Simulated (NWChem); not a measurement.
Molecule: C4H6; SMILES C#CCC

Results from NWChem. Each level has its own optimisation; frequencies are unscaled. Brackets give each atom's bonded neighbours.

For level Hartree-Fock/3-21G:

```
Property                           Result
---------------------------------  ------
r C–H [C(CH)–H(C)] (Å)              1.050
highest harmonic frequency (cm⁻¹)    3664
lowest (cm⁻¹)                         241
zero-point energy (kcal/mol)         57.7
```

Estimate the same quantities for level PBE0/def2-SVP.


- r C–H [C(CH)–H(C)] (Å): 1.074
- highest harmonic frequency (cm⁻¹): 3491
- lowest (cm⁻¹): 204
- zero-point energy (kcal/mol): 53.3
